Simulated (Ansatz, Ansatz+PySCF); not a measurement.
```xyz
2

Li    0.0000    0.0000    0.0000
O     0.0000    0.0000    1.8568
```

Basis set: def2-SVP (spherical functions). Correlated methods keep 1 orbital frozen. Charge 0, multiplicity 2.

Computed with Ansatz (development build ahead of 0.2.0); each method stands on the lowest determinant of its kind that the runs found.

The atomization energy at this shape (free ground-state atoms in the same class of orbitals less the molecule, no zero-point energy) of doublet LiO:

```
     method  atomization energy
UHF-CCSD(T)      64.09 kcal/mol
       ROHF      35.34 kcal/mol
        UHF      34.38 kcal/mol
```

Problem. What does UHF-MP2 give?

Solution. 65.55 kcal/mol. Caution: the shape is not the minimum.
